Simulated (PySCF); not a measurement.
## Correlation energy of W²⁺ (tungsten, charge +2)

[Xe] 4f14 5d4, high-spin 5D determinant. Computed with PySCF 2.14 in def2-QZVPPD with the def2 core potential (60 electrons) (7s6p4d3f2g, 84 functions), with scalar relativity through the core potential. Frozen: 5s2 5p6; 4 electrons correlated.

| level | correlation energy (mhartree) |
| --- | --- |
| CCSD | -37.60 |
| (T) | -0.41 |
| CCSD(T) | -38.01 |

Diagnostics: T1 = 0.0017, D1 = 0.0040, largest double amplitude 0.018.

Spin-orbit coupling, absent here, splits the open shell strongly.

Cost of the coupled-cluster step: roughly 9 core-seconds, for 4 correlated electrons.

Iterations:

```
CC2 = 0
CCSD nocc = (np.int64(4), np.int64(0)), nmo = (80, 80)
frozen orbitals [[0, 1, 2, 3], [0, 1, 2, 3]]
max_cycle = 100
direct = 0
conv_tol = 1e-08
conv_tol_normt = 1e-06
diis_space = 8
diis_start_cycle = 0
Init t2, MP2 energy = -0.032692312850969
Init E_corr(UCCSD) = -0.0326923128519262
cycle = 1  E_corr(UCCSD) = -0.0368095871292037  dE = -0.00411727428  norm(t1,t2) = 0.0159699
cycle = 2  E_corr(UCCSD) = -0.0374275580430816  dE = -0.000617970914  norm(t1,t2) = 0.00417026
cycle = 3  E_corr(UCCSD) = -0.0376117794682257  dE = -0.000184221425  norm(t1,t2) = 0.00164609
cycle = 4  E_corr(UCCSD) = -0.0375962165704899  dE = 1.55628977e-05  norm(t1,t2) = 0.000419191
cycle = 5  E_corr(UCCSD) = -0.0375977141868753  dE = -1.49761639e-06  norm(t1,t2) = 0.000241031
cycle = 6  E_corr(UCCSD) = -0.0375976801703777  dE = 3.40164977e-08  norm(t1,t2) = 0.000159718
cycle = 7  E_corr(UCCSD) = -0.0375976654468056  dE = 1.4723572e-08  norm(t1,t2) = 4.70818e-05
cycle = 8  E_corr(UCCSD) = -0.0375976102696593  dE = 5.51771463e-08  norm(t1,t2) = 7.58315e-06
cycle = 9  E_corr(UCCSD) = -0.0375976292238535  dE = -1.89541942e-08  norm(t1,t2) = 8.37266e-07
cycle = 10  E_corr(UCCSD) = -0.0375976250739788  dE = 4.14987471e-09  norm(t1,t2) = 1.74463e-07
UCCSD converged
E(UCCSD) = -65.59170578563716  E_corr = -0.03759762507397883
UCCSD(T) correction = -0.000408370631270758
```
